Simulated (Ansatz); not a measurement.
Consider the redistribution: `F[SiH]([SiH3])Cl` + `N[Si](O)(Cl)Cl` → `F[Si]([SiH3])(Cl)Cl` + `N[SiH](O)Cl`.

Program: Ansatz. Geometries: PBE0-D4/def2-TZVP. ΔE: electronic, gas phase. CBS: MP2 limit from def2 TZ/QZ plus the TZ coupled-cluster correction, frozen cores. This one scheme is used for every species. Functionals use def2-TZVPP. Each species was taken in one conformer, which may not be the lowest.

`F[SiH]([SiH3])Cl`:

```xyz
8

F    -0.888    1.489    1.440
Si    0.199    0.391    1.035
Si   -0.324   -0.510   -1.059
Cl    2.022    1.320    0.925
H     0.269   -0.585    2.147
H    -1.658   -1.164   -1.013
H     0.711   -1.518   -1.405
H    -0.329    0.577   -2.071
```

`N[Si](O)(Cl)Cl`:

Cartesian coordinates in Å:
```
N -0.065 -1.226 -0.056
Si 0.239 0.429 0.117
O -1.115 1.304 -0.087
Cl 0.919 1.008 1.950
Cl 1.676 0.878 -1.264
H -0.727 -1.681 0.553
H 0.684 -1.845 -0.322
H -1.609 1.133 -0.891
```

`F[Si]([SiH3])(Cl)Cl`:

```xyz
8

F     1.945    1.035   -0.499
Si    0.962    0.228    0.453
Si   -1.067   -0.211   -0.606
Cl    0.691    1.357    2.129
Cl    1.914   -1.499    0.969
H    -1.924   -0.959    0.347
H    -0.813   -1.027   -1.820
H    -1.709    1.076   -0.974
```

`N[SiH](O)Cl`:

Z-matrix (Å, degrees):
```
Si
O 1 1.631
Cl 1 2.058 2 112.6
N 1 1.700 2 111.2 3 116.8
H 1 1.474 2 103.8 3 -116.0
H 2 0.960 1 116.7 3 -67.6
H 4 1.006 1 120.7 2 -147.4
H 4 1.007 1 121.4 2 60.6
```

```json
{"level": "PBE0", "ΔE (eV)": "-0.04"}
{"level": "HF/def2-TZVPP", "ΔE (eV)": "-0.02"}
{"level": "SCS-MP2/def2-TZVPP", "ΔE (eV)": "-0.05"}
{"level": "HF/CBS(def2)", "ΔE (eV)": "-0.02"}
```

Question: What does CCSD(T)/CBS give? (Estimate.)

Answer: The calculation gave: -0.05 eV. The listed levels differ from it by 0.01, 0.03, 0.00, 0.03 eV.

Largest T1 diagnostic among the species: 0.012.
